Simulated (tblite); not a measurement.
Input of a run (GFN2-xTB geometry optimisation, gas phase (tblite 0.8.0)), started from a force field or distance geometry:
```
{"job": {"kind": "relax", "xc": "GFN2-xTB", "basis": "xTB"}, "charge": 0, "multiplicity": 1}
O     -2.717500     0.816300    -0.028200
C     -1.610300     0.133700    -0.044100
C     -1.292600    -1.209200    -0.090100
C      0.111500    -1.271200    -0.071200
C      0.574300     0.022000     0.020900
C      1.928600     0.615500     0.073300
F      2.126700     1.341100     1.206000
F      2.908900    -0.332400     0.056400
F      2.184000     1.443200    -0.968800
O     -0.493100     0.888000     0.035000
H     -2.429900     1.741800     0.024300
H     -2.016300    -2.020500    -0.149400
H      0.721300    -2.167900    -0.082000
```

Output (eV, eV/Å):
```
step      E/eV     max force
  0    -940.45680    1.839
  1    -940.51326    1.016
  2    -940.52958    0.403
  3    -940.53861    0.352
  4    -940.54494    0.304
  5    -940.55179    0.226
  6    -940.55733    0.185
  7    -940.56118    0.146
  8    -940.56350    0.105
  9    -940.56523    0.106
 10    -940.56682    0.121
 11    -940.56836    0.097
 12    -940.56968    0.098
 13    -940.57067    0.073
 14    -940.57140    0.082
 15    -940.57191    0.081
 16    -940.57229    0.071
 17    -940.57267    0.058
 18    -940.57313    0.072
 19    -940.57361    0.080
 20    -940.57403    0.065
 21    -940.57439    0.049
 22    -940.57471    0.051
 23    -940.57501    0.050
 24    -940.57525    0.033
 25    -940.57540    0.039
 26    -940.57549    0.030
 27    -940.57554    0.014
 28    -940.57557    0.009
```

Problem. Summarise the run.

Solution. The energy falls by 11.5 kJ/mol over 28 L-BFGS steps, the largest force on an atom goes from 1.84 to 0.009 eV/Å, and the atoms move by 0.072 Å rms after alignment. The bond that changes most is O1–C2 (phenol-type oxygen to aromatic carbon bearing oxygen), which lengthens by 0.030 Å. Bonds longer at the end by more than 0.005 Å: 3 of 13; shorter: 9. Among the angles that change most is C2–O1–H11, from 104.4° to 109.6°. The energy never rose by more than 1e-5 eV on the way. The first step brought 48 % of the lowering.

Problem. What are the final bond lengths?

Solution. O1–C2 1.331 Å, C2–C3 1.366 Å, C3–C4 1.414 Å, C4–C5 1.363 Å, C5–C6 1.486 Å, C6–F7 1.345 Å, C6–F8 1.338 Å, C6–F9 1.345 Å, C5–O10 1.364 Å, C2–O10 1.344 Å, O1–H11 0.967 Å, C3–H12 1.068 Å, C4–H13 1.070 Å. Numbering counts from 1 in the input's order; the species is `FC(F)(c1ccc(o1)O)F`.

Its GFN2-xTB frequencies are all real (lowest 22 cm⁻¹). One conformer, not necessarily the lowest. 2 starts were optimised and ended at 0.00 and 0.07 kcal/mol (GFN2-xTB); the lowest of these is shown.

The values belong to the conformer `[OH:1][c:2]1[cH:3][cH:4][c:5]([C:6]([F:7])([F:8])[F:9])[o:10]1`: C4–C5–C6–F7 -120°, H–O1–C2–C3 180°.

The numbers are calculated, not measured.
